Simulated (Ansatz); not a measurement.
Ansatz (a first-principles code) input (B2PLYP/def2-TZVPD):

Ansatz 0.2 input:
```yaml
crystal:
  periodic: [false, false, false]
  atoms:
    - {symbol: Pb, position_ang: [-0.00870056, 0.01049205, 0.68829151]}
    - {symbol: Cl, position_ang: [0.88299914, 1.00189484, -1.66475882]}
    - {symbol: Cl, position_ang: [-0.84103175, -1.05250355, -1.65523550]}
basis:
  gaussian:
    orbitals: def2-TZVPD
hamiltonian:
  xc: {name: B2PLYP}
total_charge: 1
magnetization: {spin_polarized: true, initial_magnetization: 1}
correlation: {electrons: outside_noble_gas}
```

Output:

```
Functional definition: B2PLYP
integrals: 0.19 GiB planned
1085 factors; integrals over basis functions are off by at most 6.2e-4 eV
mean field: 1.03 GiB planned
mean field evaluation 1: about -30263.9044 eV, gradient 2.6e1 eV
mean field evaluation 2: about -30263.9516 eV, gradient 2.6e1 eV
mean field evaluation 4: about -30267.9270 eV, gradient 2.0e0 eV
mean field evaluation 8: about -30267.9581 eV, gradient 1.0e-1 eV
mean field evaluation 16: about -30267.9582 eV, gradient 9.6e-4 eV
mean field evaluation 32: about -30263.2515 eV, gradient 1.4e1 eV
mean field -30267.95823660 eV, -1112.3269488363 hartree, gradient 4.7e-6 eV, S^2 0.763841; 3 other end points of the search recorded, 0 dependent functions left out
19 core orbitals not correlated
reference -30267.95840742 eV, -1112.3269551135 hartree; 9, 8 occupied and 120, 121 virtual orbitals, 1085 factors
second order -14.39856569 eV of doubles, -0.00000000 eV of singles
Total energy: -30271.84602016 eV, -1112.4698222465 hartree
```

This state (charge 1, doublet) is run at the relaxed geometry of the species with charge 0 and multiplicity 3.
